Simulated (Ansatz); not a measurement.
Two isomers of C2H8O2Si: A = `C[SiH2]OCO`, B = `OCC[SiH2]O`.

Calculated with Ansatz (gas phase, PBE0-D4/def2-TZVP geometries, no zero-point term in ΔE). CBS: MP2 limit from def2 TZ/QZ plus the TZ coupled-cluster correction, frozen cores. Functionals use def2-TZVPP. B3LYP here is the variant with VWN-RPA as its local correlation; programs differ in this. Each species was taken in one conformer, which may not be the lowest.

Question: Which isomer does CCSD(T)/CBS put lower? Give the gap. (An estimate is asked.)

Answer: The calculation gave: B, by 4.6 kcal/mol.

Question: Give E(B) − E(A) in kcal/mol with MP2/def2-TZVPP, PBE-D4, B3LYP-D4, PBE0-D4, B3LYP, HF/def2-TZVPP, CCSD/def2-TZVPP. (An estimate is asked.)

Answer: The calculation gave: MP2/def2-TZVPP -4.9, PBE-D4 -3.3, B3LYP-D4 -2.8, PBE0-D4 -3.7, B3LYP -2.0, HF/def2-TZVPP -0.7, CCSD/def2-TZVPP -3.7. None reverses the order clearly.

Largest T1 diagnostic: 0.011.

The D4 term adds −0.8 kcal/mol with B3LYP and −0.4 kcal/mol with PBE0; it sums over pairs of atoms, weighted by their polarisabilities, and B3LYP, whose exchange is more repulsive, gets the larger term. In def2-TZVPP, CCSD(T) changes the Hartree–Fock value by −3.2 kcal/mol (the triples alone add −0.2 kcal/mol) and MP2 by −4.2 kcal/mol.
